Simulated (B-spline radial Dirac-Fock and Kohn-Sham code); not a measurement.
## Dipole and non-dipole photoemission parameters of Ni 3d3/2

System: the free nickel atom, [Ar] 3d8 4s2; threshold 14.07 eV (orbital energy of the model). The computed values come from a radial finite-basis atomic code: Dirac-Hartree-Slater photoionisation with a Latter tail; cross sections with all multipoles, angular parameters from the dipole term and its interference with E2.

The run's input, task.json:

```json
{"items": [{
  "Z": 28,
  "q": 0,
  "cfg": [[1, 0, 2], [2, 0, 2], [2, 1, 6], [3, 0, 2], [3, 1, 6], [3, 2, 8], [4, 0, 2]],
  "A": 58,
  "rrms": 3.7757,
  "do": "xps",
  "hv": [52.3, 53.4, 60, 66.0, 98.8, 126.0, 127.0, 150, 173.0, 200, 216.0, 300, 403.0, 412.0, 474.0, 480.0, 800, 907.0, 1000, 1090.0, 1840.0, 3890.0, 4000, 4100.0, 4440.0, 5820.0, 7200.0, 8000.0, 12100.0, 15000],
  "edges": {"K": 8333.0, "L1": 1008.6, "L2": 870.0, "L3": 852.7, "M1": 110.8, "M2": 68.0, "M3": 66.2}
}]}
```

Command: `python xray2_run.py task.json out`

For linearly polarised light dσ/dΩ = σ/(4π) [1 + β P₂(cos θ) + (δ + γ cos²θ) sin θ cos φ], with θ from the polarisation vector and φ the angle between the beam and the projection of the electron momentum on the plane normal to the polarisation.

```
hν (eV)    σ (kb)      β       γ      δ
   52.3      3670  0.219  -0.002  0.011
   53.4      3680  0.235  -0.001  0.011
     60      3630  0.321   0.000  0.012
     66      3510  0.391   0.002  0.013
   98.8         ?      ?       ?      ?
    126      1940  0.828   0.020  0.018
    127      1910  0.833   0.021  0.018
    150      1460  0.927   0.029  0.020
    173      1130  0.999   0.038  0.021
    200       844  1.063   0.051  0.023
    216       716  1.094   0.058  0.024
    300       327  1.190   0.103  0.030
    403       148  1.228   0.163  0.036
    412       139  1.229   0.168  0.036
    474      93.0  1.230   0.204  0.040
    480      89.6  1.230   0.207  0.040
    800      18.4  1.154   0.367  0.059
    907      12.1  1.120   0.410  0.065
   1000      8.75  1.090   0.444  0.071
   1090      6.52  1.062   0.474  0.076
   1840      1.01  0.866   0.648  0.123
   3890    0.0570  0.593   0.873  0.242
   4000    0.0510  0.584   0.880  0.248
   4100    0.0462  0.575   0.887  0.254
   4440    0.0334  0.549   0.907  0.272
   5820    0.0109  0.464   0.967  0.340
   7200   0.00445  0.402   1.001  0.404
   8000   0.00283  0.373   1.011  0.438
  12100  0.000470  0.277   1.021  0.595
  15000  0.000183  0.238   1.023  0.691
```

Question: Give the values at 98.8 eV.

Answer: σ = 2620 kb, β = 0.673, γ = 0.012, δ = 0.016.
